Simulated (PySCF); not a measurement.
Gas-phase reaction: SnI2 + SnCl4 → 2 SnCl2 + I2

Energies from PySCF (xtb for GFN2), thermal terms from the rigid-rotor harmonic-oscillator model, ideal gas at 1 bar. † marks an energy on the PBE0/def2-TZVP geometry and frequencies; other levels use their own. MP2 and CCSD(T) freeze the core. All species are closed-shell singlets. I, Sn: scalar-relativistic def2 core potential, no spin-orbit coupling. MP2 isn't extrapolated to the basis-set limit; its ΔH°(298 K) is 207.9 kJ in def2-SVP and 170.9 kJ in def2-TZVPP. CCSD(T) isn't extrapolated to the basis-set limit; its ΔH°(298 K) is 181.2 kJ in def2-SVP and 157.3 kJ in def2-TZVPP. The harmonic model lacks anharmonicity and excited electronic states, which grow with temperature; levels with a mode under 35 cm⁻¹ are left out. Soft modes under 120 cm⁻¹ make the harmonic entropy rough for SnI2, SnCl4, SnCl2.

| level | ΔE electronic, kJ | ΔH°(298 K), kJ | ΔS°(298 K), J/K | ΔG°(1400 K), kJ |
|---|---|---|---|---|
| CCSD(T)/def2-SVP† | 186 | 181 | 159 | -29 |
| GFN2-xTB | 29 | 26 | 149 | -170 |
| HF/def2-TZVP† | 157 | 152 | 159 | -58 |
| MP2/def2-SVP† | 212 | 208 | 159 | -3 |
| PBE0/def2-QZVP† | 143 | 139 | 159 | -72 |
| PBE0/def2-SVP† | 157 | 152 | 159 | -58 |
| ωB97M-V/def2-TZVP† | 149 | 144 | 159 | -66 |
ΔH° is lowest at GFN2-xTB and highest at MP2/def2-SVP†. No reference value is set beside these.
